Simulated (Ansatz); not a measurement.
The inner images of a band of ClH5HfO4 (11 atoms, charge 0, multiplicity 1) are given out of order.

All numbers below come from Ansatz 0.2.0, RKS B3LYP-D4/def2-SVP.

Initial state:

```xyz
11
Properties=species:S:1:pos:R:3
Hf -0.096 0.015 0.312
Cl -0.384 -0.149 2.734
O 1.752 -0.172 -0.417
H 2.093 -0.870 -0.985
O -1.231 1.298 -0.576
H -1.644 1.969 -1.119
O -0.796 -1.703 -0.216
H -1.277 -2.509 -0.403
O 1.232 1.840 1.095
H 2.094 1.559 0.741
H 1.297 1.820 2.062
```

Final state:

```xyz
11
Properties=species:S:1:pos:R:3
Hf 0.409 0.099 -0.239
Cl -1.086 1.091 3.023
O 1.724 -0.206 -1.624
H 2.162 -0.462 -2.436
O -0.927 1.341 -0.878
H -1.699 1.900 -0.971
O -0.372 -1.591 0.283
H -0.918 -2.258 0.701
O 1.371 0.899 1.323
H 2.253 1.183 1.582
H 0.122 1.102 2.466
```

Task: Put them in order from the first end to the last, with their energies above the first end.
A.
```xyz
11
Properties=species:S:1:pos:R:3
Hf 0.002 0.158 0.114
Cl -1.099 0.577 2.326
O 1.751 0.037 -0.825
H 2.055 -0.372 -1.642
O -1.109 1.246 -1.040
H -1.992 1.538 -1.274
O -0.542 -1.702 0.040
H -1.151 -2.351 0.402
O 1.484 1.301 1.434
H 2.445 1.256 1.336
H 1.196 1.408 2.356
```
B.
```xyz
11
Properties=species:S:1:pos:R:3
Hf -0.060 0.145 0.232
Cl -0.719 0.095 2.610
O 1.762 -0.068 -0.562
H 2.021 -0.595 -1.327
O -1.129 1.384 -0.800
H -1.892 1.584 -1.346
O -0.771 -1.608 -0.170
H -1.158 -2.454 0.060
O 1.386 1.655 1.285
H 2.274 1.385 0.995
H 1.327 1.573 2.252
```
C.
```xyz
11
Properties=species:S:1:pos:R:3
Hf -0.030 0.161 0.171
Cl -0.941 0.320 2.475
O 1.774 -0.007 -0.669
H 2.035 -0.470 -1.473
O -1.113 1.313 -0.942
H -1.953 1.526 -1.354
O -0.644 -1.662 -0.089
H -1.168 -2.379 0.274
O 1.438 1.508 1.360
H 2.361 1.291 1.156
H 1.281 1.497 2.319
```
D.
```xyz
11
Properties=species:S:1:pos:R:3
Hf 0.149 0.141 -0.014
Cl -1.093 0.804 2.306
O 1.623 -0.093 -1.276
H 2.095 -0.488 -2.014
O -1.027 1.317 -0.996
H -1.847 1.812 -1.033
O -0.418 -1.689 0.236
H -1.020 -2.288 0.682
O 1.461 1.050 1.481
H 2.366 1.337 1.647
H 0.752 1.193 2.209
```
E.
```xyz
11
Properties=species:S:1:pos:R:3
Hf -0.082 0.095 0.288
Cl -0.511 -0.073 2.698
O 1.751 -0.130 -0.472
H 2.047 -0.744 -1.152
O -1.161 1.394 -0.655
H -1.816 1.709 -1.280
O -0.826 -1.613 -0.216
H -1.211 -2.489 -0.210
O 1.318 1.765 1.202
H 2.185 1.488 0.856
H 1.345 1.695 2.170
```
F.
```xyz
11
Properties=species:S:1:pos:R:3
Hf 0.296 0.154 -0.082
Cl -1.024 0.898 2.567
O 1.667 -0.106 -1.421
H 2.095 -0.517 -2.173
O -0.990 1.348 -0.894
H -1.789 1.865 -1.000
O -0.389 -1.619 0.275
H -0.979 -2.269 0.660
O 1.436 0.989 1.423
H 2.349 1.256 1.577
H 0.367 1.099 2.298
```
G.
```xyz
11
Properties=species:S:1:pos:R:3
Hf 0.050 0.139 0.047
Cl -1.136 0.748 2.223
O 1.657 -0.012 -1.068
H 2.126 -0.387 -1.816
O -1.094 1.244 -1.068
H -1.964 1.652 -1.084
O -0.494 -1.720 0.153
H -1.122 -2.314 0.571
O 1.522 1.098 1.476
H 2.459 1.332 1.497
H 1.036 1.318 2.297
```

Result: E (+0.01 eV), B (+0.06 eV), C (+0.14 eV), A (+0.23 eV), G (+0.32 eV), D (+0.53 eV), F (+0.89 eV).

Time of the run: 6.8 min on 4 threads of Arm Neoverse V2, on a shared host, peak memory 0.37 GiB.
